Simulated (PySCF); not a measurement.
Computed Raman spectrum (relative Raman activity) of a molecule C₂H₇BO. The structure is a stationary point at TPSSh-D3(BJ)/def2-SVP. Other conformers were not sampled. Calculation: TPSSh-D3(BJ)/def2-SVP (PySCF). Frequencies are harmonic and unscaled.

Lines under 2 % of the strongest are left out, and lines within 2 cm⁻¹ are merged.

```csv
ν (cm⁻¹),relative intensity
332,2.4
847,5.5
1007,2.2
1042,2.3
1120,2.5
1231,5.7
1301,5.0
1406,2.4
1477,11
1492,16
2555,71
2670,44
3030,50
3040,100
3091,73
3130,43
3137,30
```

### Question
Pick the molecule that these values belong to.
A) BOCC
B) CB(C)O
C) CBOC
D) CCBO

### Answer
A, BOCC
